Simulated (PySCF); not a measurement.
C9H6OSe2, SMILES O=C(c1ccc[se]1)c1ccc[se]1, singlet at its GFN2-xTB optimised geometry (Å):

```
18

O     -1.2038    -2.3084    -0.0016
C     -0.6082    -1.2411    -0.0007
C     -1.3758     0.0090     0.0000
C     -2.7522     0.0090     0.0000
C     -3.3610     1.2747     0.0009
C     -2.4851     2.3185     0.0017
Se    -0.7233     1.7637     0.0000
C      0.8587    -1.2378    -0.0013
C      1.5814    -2.4092    -0.0026
C      2.9782    -2.2627    -0.0030
C      3.4064    -0.9691    -0.0016
Se     2.0091     0.2391    -0.0034
H     -3.3028    -0.9166    -0.0006
H     -4.4299     1.4056     0.0011
H     -2.7399     3.3639     0.0024
H      1.0828    -3.3639    -0.0036
H      3.6509    -3.1036    -0.0044
H      4.4299    -0.6370    -0.0020
```

Level of theory: PySCF 2.14.0 with CAM-B3LYP/def2-SVP. Cells within 0.4 Å of a nucleus heavier than hydrogen are left out (blank, or x).

Map of the deformation density (molecule minus spherical neutral atoms) (e/bohr³) on the plane z = 0.0 Å:

```
|2222222222222222222222222222222|
|2222222222222222222222222222222|
|2222222222222222222222222222222|
|2222222222222222222222222222222|
|2222222222222222222222222222222|
|2222222211222222222222222222222|
|2222222111112222222222222222222|
|2222221124211112222222222222222|
|2222221159311111222222222222222|
|222221112x421122222222222222222|
|222211115xx52233222222222222222|
|2221144396221xx3212222222222222|
|2221188xx1001121111221122222222|
|2221133582013411112331111222222|
|2222111394334311111xx1111122222|
|22222112xx9xx311112xx2212111222|
|2222211594326721124214425511222|
|22222115721038444x4102xx8711222|
|2222221111101xx87x41016x2211222|
|2222221111224932168211861112222|
|222222222226xx2003xx7xx31112222|
|222222222224x92112xx65x73112222|
|2222222222222321159311383122222|
|2222222222222222124211221122222|
|2222222222222222111111111222222|
|2222222222222222211222222222222|
|2222222222222222222222222222222|
|2222222222222222222222222222222|
|2222222222222222222222222222222|
|2222222222222222222222222222222|
|2222222222222222222222222222222|
```
Scale: ten equal steps from -0.031 (start of '0') to 0.108 (end of '9'), in the order '0123456789'; x runs from -6.50 to 6.50, y from -6.50 (bottom) to 6.50 (top).
